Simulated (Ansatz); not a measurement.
Basis-set extrapolation for `F[C@H]1C[C@@H]1[AlH2]` (PBE0-D4/def2-TZVP geometry, frozen core, Ansatz). Multiplicity 1, RHF reference.

```tsv
	def2-TZVPP	def2-QZVPP
HF	-458.490487	-458.507267
MP2 correlation	-0.827179	-0.888654
CCSD(T) correlation	-0.897960	not run
```

Energies in hartree. Use E(X) = E(∞) + A·exp(−7.88·√X) for Hartree–Fock and E(X) = E(∞) + B·X^(−2.97) for correlation, with X = 3 and 4, and add CCSD(T) minus MP2 of the smaller set to the MP2 limit.

Question: What is the CCSD(T) energy at the basis-set limit?

Answer: HF limit: -458.507267 + (-0.016780) × 0.13774 = -458.50958. MP2 limit: -0.888654 + (-0.061475) × 0.74074 = -0.93419. Higher-order term: -0.897960 − (-0.827179) = -0.07078. Total: -459.51455 hartree, 331.1 kJ/mol below CCSD(T)/def2-TZVPP.
